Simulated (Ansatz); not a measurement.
Stretching the N3–H4 bond in H3NSe (SMILES N[SeH]) (multiplicity 1 held, fragments rigid). Energies count from the point at 1.012 Å.
Geometry at that point (charge 0, multiplicity 1):
```xyz
5

Se    -0.04297     0.31559     0.23262
H     -1.26689     0.77294    -0.47788
N      0.36657    -1.22733    -0.72479
H      0.54788    -1.01069    -1.69644
H     -0.38582    -1.90097    -0.66111
```

R- and RO- levels are restricted; in cc, def2 and unpolarised 6-31G sets they are followed outwards from rest. U- levels take the lowest unrestricted solution at each point, which mixes spins at long bonds. Levels need not reach the same state.

Correlated levels freeze the cores. Filled d and f shells under p-block atoms count as core.

Run with Ansatz (a first-principles code). Values without a source in brackets are computed.

One of these levels gives 5.485 eV for the energy at R = 3.238 Å. Which one is it?
A) R-B3LYP/cc-pVTZ
B) U-SCS-MP2/cc-pVTZ
C) R-PBE/cc-pVTZ

C, R-PBE/cc-pVTZ. The others give 6.081 (R-B3LYP/cc-pVTZ), 4.844 (U-SCS-MP2/cc-pVTZ)

Doubts at one or more of the structures used: a restricted determinant that unrestricted orbitals would lower (R-PBE/cc-pVTZ, R-B3LYP/cc-pVTZ); a spin-contaminated determinant (U-SCS-MP2/cc-pVTZ).
